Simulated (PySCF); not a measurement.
Species: C2H9PSi.
InChI=1S/C2H9PSi/c1-2-4-3/h2-4H2,1H3

Torsions of this conformer, `[CH3:1][CH2:2][SiH2:3][PH2:4]`: C1–C2–Si3–P4 -57°, H–P4–Si3–C2 -171°, H–P4–Si3–C2 -77°.

The closed-shell ground state was solved at several levels (PySCF, density fitting, gas phase, non-relativistic). One conformer (not necessarily the lowest) at the PBE0-D3(BJ)/def2-SVP geometry, without solvent, vibrations or thermal averaging.

| level | basis functions | HOMO (eV) | LUMO (eV) | gap (eV) | dipole (D) |
| --- | --- | --- | --- | --- | --- |
| CAM-B3LYP/def2-SVPD | 160 | -8.61 | 0.99 | 9.60 | 1.00 |
| PBE/pcSseg-2 | 284 | -6.29 | -0.67 | 5.62 | 1.04 |

**Question.** What might PBE0/pcSseg-1 (127 basis functions) give for the same quantities?

**Answer.** HOMO -7.40 eV, LUMO 0.46 eV, gap 7.86 eV, dipole 1.16 D.

**Question.** Over all these levels, which gives the widest orbital gap and which the narrowest?

**Answer.** CAM-B3LYP/def2-SVPD (range-separated hybrid) has the widest, 9.60 eV, and PBE/pcSseg-2 (GGA) the narrowest, 5.62 eV. Functional and basis both differ between the two, so the spread mixes both effects.

**Question.** How far do the dipole and the HOMO energy spread over the levels?

**Answer.** The dipole runs from 1.00 to 1.16 D (mean 1.07 D) and the HOMO from -8.61 to -6.29 eV.
